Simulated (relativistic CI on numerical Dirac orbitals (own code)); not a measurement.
## Charge states of tantalum

Method of calculation: Dirac-Coulomb-Breit CI, KLI orbitals optimised for each configuration, model QED (radiative potential, 1s self-energy scaled to tabulated hydrogen-like ionisation energies), valence Slater integrals scaled by 0.9 (own radial code, finite nucleus).

Each species is treated in one configuration, given outside its closed core. Radial values are for the open shell of highest l, unscaled and averaged over j; ζ includes the Breit term. Labels give the leading LS character, summed over repeated terms.

```csv
Ion,Configuration,Its lowest level,LS weight (%),Next level,E (cm⁻¹),g_J,g√(J(J+1)),ζ (cm⁻¹)
Ta²⁴⁺,4d10 4f3,4I°_9/2,84,4I°_11/2,17804,0.757,3.76,6971
Ta²⁵⁺,4d10 4f2,3H_4,88,3F_2,18317,0.823,3.68,7251
Ta²⁶⁺,4d10 4f,2F°_5/2,100,2F°_7/2,26488,0.854,2.53,7538
Ta²⁷⁺,4d10,1S_0,100,,,,0.00,
Ta²⁸⁺,4d9,2D_5/2,100,2D_3/2,122060,1.197,3.54,48720
Ta²⁹⁺,4d8,3F_4,89,J = 2 (mixed),25576,1.220,5.46,49720
Ta³⁰⁺,4d7,4F_9/2,64,J = 3/2 (mixed),35820,1.241,6.17,50730
Ta³¹⁺,4d6,J = 4 (mixed),39,J = 2 (mixed),21867,1.284,5.74,51750
Ta³²⁺,4d5,J = 5/2 (mixed),29,J = 5/2 (mixed),93451,1.387,4.10,52770
Ta³³⁺,4d4,3P_0,58,5D_1,106530,,0.00,53810
Ta³⁴⁺,4d3,4F_3/2,51,4F_5/2,111290,0.682,1.32,54860
Ta³⁵⁺,4d2,3F_2,76,3P_0,62466,0.755,1.85,55930
Ta³⁶⁺,4d,2D_3/2,100,2D_5/2,142870,0.795,1.54,57000
Ta³⁷⁺,3d10 4s2 4p6,1S_0,100,,,,0.00,
Ta³⁸⁺,3d10 4s2 4p5,?,?,?,?,?,?,?
Ta³⁹⁺,3d10 4s2 4p4,3P_2,70,1S_0,67750,1.345,3.29,471900
Ta⁴⁰⁺,3d10 4s2 4p3,J = 3/2 (mixed),47,4S°_3/2,668600,1.366,2.65,478700
Ta⁴¹⁺,3d10 4s2 4p2,3P_0,71,3P_1,686680,,0.00,485500
Ta⁴²⁺,3d10 4s2 4p,2P°_1/2,100,2P°_3/2,739430,0.659,0.57,492400
Ta⁴³⁺,3d10 4s2,1S_0,100,,,,0.00,
Ta⁴⁴⁺,3d10 4s,2S_1/2,100,,,1.995,1.73,
Ta⁴⁵⁺,3d10,1S_0,100,,,,0.00,
Ta⁴⁶⁺,3d9,2D_5/2,100,2D_3/2,503250,1.190,3.52,200800
Ta⁴⁷⁺,3d8,3F_4,87,J = 2 (mixed),69387,1.206,5.40,204700
```

**Question.** Fill in the row of Ta³⁸⁺.

**Answer.** Its lowest level 2P°_3/2; LS weight (%) 100; Next level 2P°_1/2; E (cm⁻¹) 698460; g_J 1.329; g√(J(J+1)) 2.57; ζ (cm⁻¹) 465200.
